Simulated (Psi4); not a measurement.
Psi4 input (wB97X-D/6-31G*):

```
memory 1500 MB

molecule {
0 2
S     1.57541700   -0.83814700    0.86869900
Si   -0.12300500    0.38221200    0.38795400
S    -1.70782600   -1.05163200    0.19421000
Cl    0.23890000    1.46655800   -1.35891800
H     2.46027900    0.07791900    0.43799200
H    -2.68096000   -0.12391300    0.22570200
symmetry c1
no_reorient
no_com
}

set {
  basis 6-31G*
  reference uks
  scf_type pk
  dft_radial_points 99
  dft_spherical_points 590
  e_convergence 1e-8
  d_convergence 1e-7
  maxiter 150
}

e = energy('wb97x-d')
print_out(f'\nFINAL {e:.10f} DIPOLE {variable("CURRENT DIPOLE")[0]:.6f} {variable("CURRENT DIPOLE")[1]:.6f} {variable("CURRENT DIPOLE")[2]:.6f}\n')
```

Output:

```
   => Loading Basis Set <=

    Name: 6-31G*
    Role: ORBITAL
    Keyword: BASIS
    atoms 1, 3 entry S          line   316 file 6-31gs.gbs
    atoms 2    entry SI         line   268 file 6-31gs.gbs
    atoms 4    entry CL         line   340 file 6-31gs.gbs
    atoms 5-6  entry H          line    44 file 6-31gs.gbs

   => WB97X-D: Empirical Dispersion <=

    Chai and Head-Gordon Dispersion Correction
    Chai, J.-D.; Head-Gordon, M. (2010), J. Chem. Phys., 132: 6615-6620

        s6 =       1.000000

         ---------------------------------------------------------
                                   SCF
               by Justin Turney, Rob Parrish, Andy Simmonett
                          and Daniel G. A. Smith
                              UKS Reference
         ---------------------------------------------------------

  ==> Geometry <==

    Molecular point group: c1
    Full point group: C1

    Geometry (in Angstrom), charge = 0, multiplicity = 2:

       Center              X                  Y                   Z               Mass
    ------------   -----------------  -----------------  -----------------  -----------------
         S            1.575417000000    -0.838147000000     0.868699000000    31.972071174400
         SI          -0.123005000000     0.382212000000     0.387954000000    27.976926534650
         S           -1.707826000000    -1.051632000000     0.194210000000    31.972071174400
         CL           0.238900000000     1.466558000000    -1.358918000000    34.968852682000
         H            2.460279000000     0.077919000000     0.437992000000     1.007825032230
         H           -2.680960000000    -0.123913000000     0.225702000000     1.007825032230

  Running in c1 symmetry.

  Rotational constants: A =      0.08275  B =      0.07394  C =      0.04132 [cm^-1]
  Rotational constants: A =   2480.74081  B =   2216.55830  C =   1238.61895 [MHz]
  Nuclear repulsion =  320.776490453864653

  Charge       = 0
  Multiplicity = 2
  Electrons    = 65
  Nalpha       = 33
  Nbeta        = 32

  ==> Algorithm <==

  SCF Algorithm Type is PK.
  DIIS enabled.
  MOM disabled.
  Fractional occupation disabled.
  Guess Type is SAD.
  Energy threshold   = 1.00e-08
  Density threshold  = 1.00e-07
  Integral threshold = 1.00e-12

  ==> Primary Basis <==

  Basis Set: 6-31G*
    Blend: 6-31G*
    Number of shells: 36
    Number of basis functions: 80
    Number of Cartesian functions: 80
    Spherical Harmonics?: false
    Max angular momentum: 2

  ==> DFT Potential <==

   => LibXC <=

    Version 7.1.2
    S. Lehtola, C. Steigemann, M. J. T. Oliveira, and M. A. L. Marques,  SoftwareX 7, 1–5 (2018) (10.1016/j.softx.2017.11.002)

   => Composite Functional: WB97X-D <=

    wB97X-D Hyb-GGA Exchange-Correlation Functional

    J.-D. Chai and M. Head-Gordon,  Phys. Chem. Chem. Phys. 10, 6615–6620 (2008) (10.1039/B810189B)

    Deriv               =              1
    GGA                 =           TRUE
    Meta                =          FALSE

    Exchange Hybrid     =           TRUE
    MP2 Hybrid          =          FALSE

   => Exchange-Correlation Functionals <=

    1.0000   wB97X-D range-separated functional

   => Exact (HF) Exchange <=

    0.7780            HF,LR [omega = 0.2000]
    0.2220               HF

   => LibXC Density Thresholds  <==

    XC_HYB_GGA_XC_WB97X_D:  1.00E-14

   => Molecular Quadrature <=

    Radial Scheme          =       TREUTLER
    Pruning Scheme         =           NONE
    Nuclear Scheme         =       TREUTLER

    Blocking Scheme        =         OCTREE
    BS radius alpha        =              1
    Pruning alpha          =              1
    Radial Points          =             99
    Spherical Points       =            590
    Total Points           =         329400
    Total Blocks           =           2468
    Max Points             =            256
    Max Functions          =             77
    Weights Tolerance      =       1.00E-15

  ==> Integral Setup <==

  Using in-core PK algorithm.
   Calculation information:
      Number of atoms:                   6
      Number of AO shells:              36
      Number of primitives:            116
      Number of atomic orbitals:        80
      Number of basis functions:        80

      Integral cutoff                 1.00e-12
      Number of threads:                 1

  Performing in-core PK
  Using 15751260 doubles for integral storage.
  We computed 184333 shell quartets total.
  Whereas there are 222111 unique shell quartets.

  Computing range-separated integrals for PK
  We computed 184333 wK shell quartets total.
  Whereas there are 222111 wK unique shell quartets.

  ==> DiskJK: Disk-Based J/K Matrices <==

    J tasked:                  Yes
    K tasked:                  Yes
    wK tasked:                 Yes
    Omega:               2.000E-01
    Schwarz Cutoff:          1E-12


  Cached 100.0% of DFT collocation blocks in 0.551 [GiB].

  Minimum eigenvalue in the overlap matrix is 6.7401053165E-03.
  Reciprocal condition number of the overlap matrix is 1.2132024004E-03.
    Using symmetric orthogonalization.

  ==> Pre-Iterations <==

  SCF Guess: Superposition of Atomic Densities via on-the-fly atomic UHF (no occupation information).

   -------------------------
    Irrep   Nso     Nmo
   -------------------------
     A         80      80
   -------------------------
    Total      80      80
   -------------------------

  ==> Iterations <==

                        Total Energy        Delta E     RMS |[F,P]|

   @UKS iter SAD: -1546.99854229541165   -1.54700e+03   0.00000e+00
   @UKS iter   1: -1547.18056611216866   -1.82024e-01   4.11741e-03 DIIS/ADIIS
   @UKS iter   2: -1547.22469671255226   -4.41306e-02   2.75820e-03 DIIS/ADIIS
   @UKS iter   3: -1547.25321102624594   -2.85143e-02   3.51251e-04 DIIS/ADIIS
   @UKS iter   4: -1547.25383197458268   -6.20948e-04   1.24255e-04 DIIS/ADIIS
   @UKS iter   5: -1547.25394299080631   -1.11016e-04   2.98417e-05 DIIS
   @UKS iter   6: -1547.25395413840715   -1.11476e-05   1.05466e-05 DIIS
   @UKS iter   7: -1547.25395590086350   -1.76246e-06   4.77514e-06 DIIS
   @UKS iter   8: -1547.25395631121137   -4.10348e-07   1.73172e-06 DIIS
   @UKS iter   9: -1547.25395636905887   -5.78475e-08   6.51207e-07 DIIS
   @UKS iter  10: -1547.25395637773840   -8.67954e-09   2.21045e-07 DIIS
   @UKS iter  11: -1547.25395637887505   -1.13664e-09   5.09065e-08 DIIS
  Energy and wave function converged.

  ==> Post-Iterations <==

   Electrons on quadrature grid:
      Nalpha   =   32.9999997946 ; deviation = -2.054e-07
      Nbeta    =   31.9999997495 ; deviation = -2.505e-07
      Ntotal   =   64.9999995440 ; deviation = -4.560e-07

   @Spin Contamination Metric:   2.928694462E-03
   @S^2 Expected:                7.500000000E-01
   @S^2 Observed:                7.529286945E-01
   @S   Expected:                5.000000000E-01
   @S   Observed:                5.000000000E-01

    Orbital Energies [Eh]
    ---------------------

    Alpha Occupied:

       1A   -101.723918     2A    -89.061663     3A    -89.061028
       4A    -66.372247     5A     -9.597678     6A     -8.086381
       7A     -8.085631     8A     -7.344374     9A     -7.337697
      10A     -7.337387    11A     -6.035242    12A     -6.034482
      13A     -6.032710    14A     -6.032380    15A     -6.027289
      16A     -6.026111    17A     -5.481123    18A     -3.826471
      19A     -3.825565    20A     -3.824592    21A     -0.945355
      22A     -0.871217    23A     -0.849463    24A     -0.620436
      25A     -0.541006    26A     -0.504841    27A     -0.466779
      28A     -0.463921    29A     -0.448857    30A     -0.413461
      31A     -0.384269    32A     -0.363808    33A     -0.301067

    Alpha Virtual:

      34A      0.054438    35A      0.059900    36A      0.079915
      37A      0.081936    38A      0.112267    39A      0.250511
      40A      0.280810    41A      0.301492    42A      0.306018
      43A      0.376758    44A      0.385027    45A      0.402191
      46A      0.438314    47A      0.453702    48A      0.465753
      49A      0.487514    50A      0.524154    51A      0.536116
      52A      0.545835    53A      0.558814    54A      0.595546
      55A      0.597495    56A      0.645297    57A      0.707786
      58A      0.731736    59A      0.740697    60A      0.805053
      61A      0.821836    62A      0.835762    63A      0.837311
      64A      0.870600    65A      0.897774    66A      0.930155
      67A      0.937563    68A      0.948952    69A      0.971649
      70A      1.036702    71A      1.040199    72A      1.135092
      73A      1.183489    74A      1.215357    75A      1.285865
      76A      1.337343    77A      2.938060    78A      3.958007
      79A      3.962453    80A      4.342695

    Beta Occupied:

       1A   -101.723021     2A    -89.060839     3A    -89.060279
       4A    -66.369275     5A     -9.596679     6A     -8.085495
       7A     -8.084839     8A     -7.342212     9A     -7.336769
      10A     -7.336269    11A     -6.034437    12A     -6.033802
      13A     -6.031125    14A     -6.030304    15A     -6.025685
      16A     -6.025229    17A     -5.477672    18A     -3.823555
      19A     -3.822543    20A     -3.819138    21A     -0.939118
      22A     -0.865431    23A     -0.844373    24A     -0.605524
      25A     -0.532810    26A     -0.501537    27A     -0.460669
      28A     -0.448297    29A     -0.438272    30A     -0.405662
      31A     -0.376830    32A     -0.357664

    Beta Virtual:

      33A     -0.069048    34A      0.060038    35A      0.078007
      36A      0.083565    37A      0.093680    38A      0.114800
      39A      0.255509    40A      0.280995    41A      0.304007
      42A      0.312104    43A      0.380431    44A      0.390252
      45A      0.406470    46A      0.441999    47A      0.456833
      48A      0.470184    49A      0.489675    50A      0.528612
      51A      0.548429    52A      0.563630    53A      0.569909
      54A      0.603395    55A      0.611340    56A      0.653238
      57A      0.718805    58A      0.740003    59A      0.752645
      60A      0.809976    61A      0.825751    62A      0.841023
      63A      0.841344    64A      0.874134    65A      0.907532
      66A      0.937350    67A      0.941843    68A      0.953133
      69A      0.980562    70A      1.044381    71A      1.048048
      72A      1.144405    73A      1.185983    74A      1.217769
      75A      1.292229    76A      1.343447    77A      2.954157
      78A      3.961891    79A      3.966334    80A      4.347102

    Final Occupation by Irrep:
              A
    DOCC [    32 ]
    SOCC [     1 ]
    NA   [    33 ]
    NB   [    32 ]

  @UKS Final Energy: -1547.25395637887505

   => Energetics <=

    Nuclear Repulsion Energy =            320.7764904538646533
    One-Electron Energy =               -2777.0399233315583842
    Two-Electron Energy =                 982.8594578207412269
    DFT Exchange-Correlation Energy =     -73.8485286557969687
    Empirical Dispersion Energy =          -0.0014526661252322
    VV10 Nonlocal Energy =                  0.0000000000000000
    Total Energy =                      -1547.2539563788750456

  UHF NO Occupations:
  HONO-2 :   31  A 1.9997250
  HONO-1 :   32  A 1.9990654
  HONO-0 :   33  A 1.0000000
  LUNO+0 :   34  A 0.0009346
  LUNO+1 :   35  A 0.0002750
  LUNO+2 :   36  A 0.0001389
  LUNO+3 :   37  A 0.0000506

Computation Completed

Properties will be evaluated at   0.000000,   0.000000,   0.000000 [a0]

Properties computed using the SCF density matrix

 Multipole Moments:

 ------------------------------------------------------------------------------------
     Multipole            Electronic (a.u.)      Nuclear  (a.u.)        Total (a.u.)
 ------------------------------------------------------------------------------------

 L = 1.  Multiply by 2.5417464519 to convert [e a0] to [Debye]
 Dipole X            :         -0.1079788            0.0000094           -0.1079693
 Dipole Y            :          0.4610061           -0.0000076            0.4609986
 Dipole Z            :          0.2584219           -0.0000227            0.2583992
 Magnitude           :                                                    0.5393952

 ------------------------------------------------------------------------------------

FINAL -1547.2539563789 DIPOLE -0.107969 0.460999 0.258399

*** Psi4 exiting successfully. Buy a developer a beer!
```

The geometry given is a B3LYP-D3(BJ)/def2-TZVP minimum.
